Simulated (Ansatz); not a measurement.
TiO2. Total charge 0; triplet. Geometry PBE-D4/def2-TZVP, that of the neutral singlet; atoms count from 1.

Cartesian coordinates in Å:
```
Ti 0.369 -0.506 -0.028
O 0.235 0.627 -1.220
O -0.604 -0.120 1.248
```

At PBE0-D4/def2-TZVP a singlet of charge 0 lies 2.19 eV below the triplet at the same geometry.

Estimate the Mulliken populations from the PBE0/def2-TZVP orbitals of Ansatz.


```json
{"atom": "Ti1", "charge (e)": "0.95", "spin (α − β)": "0.77", "d electrons": "2.40"}
{"atom": "O2", "charge (e)": "-0.47", "spin (α − β)": "0.61", "d electrons": "–"}
{"atom": "O3", "charge (e)": "-0.47", "spin (α − β)": "0.61", "d electrons": "–"}
```
Mulliken values depend strongly on the basis.

Where does the spin sit?

Summed by element: Ti 0.77, O 1.23, of 2 unpaired in all. Largest on single atoms: Ti1 0.77, O2 0.61, O3 0.61.

And the Mayer bond orders between heavy atoms (over 0.3)?

Ti1–O2 1.69 (1.65 Å); Ti1–O3 1.69 (1.65 Å).
